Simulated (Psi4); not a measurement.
Dimer: CH4 (SMILES C) (first 5 atoms) with SO2 (SMILES O=S=O); geometry from B3LYP-D3(BJ)/def2-TZVP.
(charge 0, multiplicity 1):
```xyz
8

C     -0.008     0.060    -0.057
H     -0.096     1.054     0.378
H     -0.790    -0.586     0.339
H     -0.110     0.129    -1.139
H      0.971    -0.359     0.179
O      0.165     1.209     3.473
S      0.407    -0.203     3.351
O     -0.712    -1.106     3.403
```

All values below come from SAPT0/jun-cc-pV(D+d)Z in Psi4.

### Question
Give the four SAPT terms and the total, and say what mostly holds the pair together.

### Answer
electrostatics -0.95, exchange 1.97, induction -0.38, dispersion -1.23, total -0.60 kcal/mol; the largest attraction is dispersion.
